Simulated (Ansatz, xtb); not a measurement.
Two structures of B2BrFH2Si

Structure I: `FB=[BH-][SiH+]Br`, a singlet. Structure II: a singlet given by its coordinates. Both are isolated molecules in the gas phase, relaxed with B3LYP-D3(BJ)/def2-SVP; the shapes shown needn't be the lowest conformers.

I (Å):

| atom | x (Å) | y (Å) | z (Å) |
| --- | --- | --- | --- |
| B | -1.4873 | 1.7940 | 2.4582 |
| B | -2.1178 | 0.5499 | 1.7843 |
| Br | 1.4446 | 0.3959 | 1.2200 |
| F | -0.8726 | 2.7826 | 2.9787 |
| Si | -0.6660 | -0.3436 | 1.0487 |
| H | -3.2485 | 0.1607 | 1.6968 |
| H | -0.6039 | -1.6097 | 0.2700 |

II (Å):

```xyz
7

B    -0.4119   -0.3094   -1.4954
B     0.2579   -0.9148   -0.1545
Br    0.0820   -2.3757    1.0815
F    -1.3641   -0.4785   -2.3957
Si    1.0168    0.8083   -1.0013
H     2.1596    1.6852   -0.5826
H     1.2550   -0.2128    0.2774
```

Close contacts (Å): B1–B2 1.62, B1–F4 1.32, B1–Si5 1.88, B2–Br3 1.92, B2–Si5 2.06, B2–H7 1.29, Si5–H6 1.50, Si5–H7 1.65.

**Question.** Which of the two would you expect CCSD(T)/def2-SVP + ΔMP2/def2-TZVPP electronic energies to favour?

**Answer.** Structure I; the calculation gives E(II) − E(I) = +11.0 kcal/mol.

How the difference moves with the method:

```csv
level,geometry,E(II) − E(I) (kcal/mol),departure from the last row (kcal/mol),"job, with rough time for the two"
B3LYP-D3(BJ)/def2-SVP,B3LYP-D3(BJ)/def2-SVP,+12.2,+1.3,"optimisation, 39 s"
HF/def2-SVP,B3LYP-D3(BJ)/def2-SVP,+17.2,+6.2,part of the CCSD(T) run
MP2/def2-SVP,B3LYP-D3(BJ)/def2-SVP,+7.9,−3.1,part of the CCSD(T) run
CCSD(T)/def2-SVP,B3LYP-D3(BJ)/def2-SVP,+8.6,−2.4,single point
CCSD(T)/def2-SVP + ΔMP2/def2-TZVPP,B3LYP-D3(BJ)/def2-SVP,+11.0,,"single point, 30 s"
```

The levels shown agree on the order. The largest departure from CCSD(T)/def2-SVP + ΔMP2/def2-TZVPP is that of HF/def2-SVP, 6.2 kcal/mol. Levels run at GFN2-xTB geometries aren't shown. The last row adds to CCSD(T) the change of the MP2 difference between the two basis sets, here +2.4 kcal/mol.

With harmonic frequencies from B3LYP-D3(BJ)/def2-SVP (ideal gas, rigid rotor, one conformer each, 298.15 K, 1 atm): on the last row, ΔE + ΔZPE = +11.0, ΔH = +10.9, ΔG = +11.1 kcal/mol.

The correlated steps freeze 17 core orbitals; the filled d shell of Br is correlated, in a basis made for valence electrons. Run with Ansatz 0.2.0; the last row on 2 threads of Intel(R) Xeon(R) Platinum 8259CL CPU @ 2.50GHz (Skylake/Cascade Lake) on a shared host.
